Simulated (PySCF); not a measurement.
C5H4F2O, SMILES O=C1/C(=C/F)C[C@H]1F. The structure is a stationary point at PBE-D3(BJ)/def2-SVP. The structure was generated by enumeration; whether it is a known compound was not checked.

Computed equilibrium geometry at PBE-D3(BJ)/def2-SVP (PySCF confirms it by a frequency run) as Cartesian coordinates in Å:
```xyz
12

O     -0.8150     1.9261     0.6952
C     -0.5809     0.8386     0.2168
C      0.6472     0.0308    -0.0652
C      1.9470     0.3777    -0.0935
F      2.9183    -0.4742    -0.4256
C     -0.1669    -1.2153    -0.3598
C     -1.4547    -0.3350    -0.3279
F     -2.4949    -0.7689     0.4514
H      2.3126     1.3900     0.1502
H     -0.1649    -1.9351     0.4849
H      0.0469    -1.7564    -1.3020
H     -1.8351    -0.0996    -1.3493
```
